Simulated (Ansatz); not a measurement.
Basis sets compared for the cluster Au₃O⁺. Total charge 1; singlet. Geometry r2SCAN-D4/def2-SVP. Ansatz on 4 threads of Arm Neoverse V2 on a shared host; times are rough, and most runs start from earlier orbitals.

```xyz
4

Au   -0.938    0.539    1.528
Au   -0.960   -0.408   -1.553
Au    1.812    0.442   -0.152
O     0.086   -0.573    0.177
```

In the def2 sets Au takes a core potential; there is no spin–orbit coupling. The structure comes from a short search, and lower isomers may exist.

| level | functions | energy (Eh) | HOMO (eV) | LUMO (eV) | wall time |
| --- | --- | --- | --- | --- | --- |
| PBE-D4/def2-SVP | 110 | -482.0789 | -11.23 | -10.01 | 1.2 s |
| PBE0-D4/def2-SVP | 110 | -481.9280 | -12.22 | -8.70 | 1.6 s |

(1) Estimate the rows for PBE-D4/def2-TZVP (with forces), PBE0-D4/def2-TZVP.

Answers

(1) 
```tsv
level	functions	energy (Eh)	HOMO (eV)	LUMO (eV)	wall time
PBE-D4/def2-TZVP (with forces)	151	-482.1891	-11.19	-10.00	1.9 s
PBE0-D4/def2-TZVP	151	-482.0386	-12.17	-8.69	2.2 s
```
